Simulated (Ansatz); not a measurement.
**Ligand exchange: GaH2(OH) + SiH2(CH3)(OH) → GaH(OH)2 + SiH3(CH3)**

Species: GaH2(OH), singlet; SiH2(CH3)(OH), singlet; GaH(OH)2, singlet; SiH3(CH3) (methylsilane), singlet. The partners trade H for OH: Ga–H and Si–OH bonds give way to Ga–OH and Si–H.

Shapes, held fixed at every level: PBE0-D4/def2-TZVP. Flexible molecules stand in one conformer, not always the lowest. Programs: Ansatz 0.2.0. The zero-point and thermal change to 298 K, harmonic and unscaled (PBE0-D4/def2-TZVP), is +1.6 kJ/mol.

Problem. Estimate ΔH(298 K) of this reaction.

Solution. The highest level, CCSD(T)/def2-TZVPP, gives ΔH(298 K) = +21.5 kJ/mol; the levels span +21.5 to +30.4. The column of differences is taken from that level and isn't an error. No measured value is set beside it here. Relativity is left out for Ga. Outer-core shells of Ga are correlated in most correlated rows, in sets that cover them unevenly. Times are processor times on shared x86 and Arm servers, and rough.

```
               level                   kind  ΔH(298 K) (kJ/mol)  less CCSD(T)/def2-TZVPP  CPU time (sum over the molecules)
    SPW92/def2-TZVPP                    LDA               +26.0                     +4.5                              9.5 s
   PBE-D4/def2-TZVPP                    GGA               +21.8                     +0.3                               20 s
r2SCAN-D4/def2-TZVPP               meta-GGA               +25.3                     +3.8                               34 s
 B3LYP-D4/def2-TZVPP          global hybrid               +26.8                     +5.3                               26 s
 BHLYP-D4/def2-TZVPP          global hybrid               +30.4                     +8.9                               23 s
  PBE0-D4/def2-TZVPP          global hybrid               +25.5                     +4.0                               18 s
   B2PLYP/def2-TZVPP          double hybrid               +24.0                     +2.5                               27 s
  CCSD(T)/def2-TZVPP  coupled cluster or CI               +21.5                      0.0                            3.7 min
```
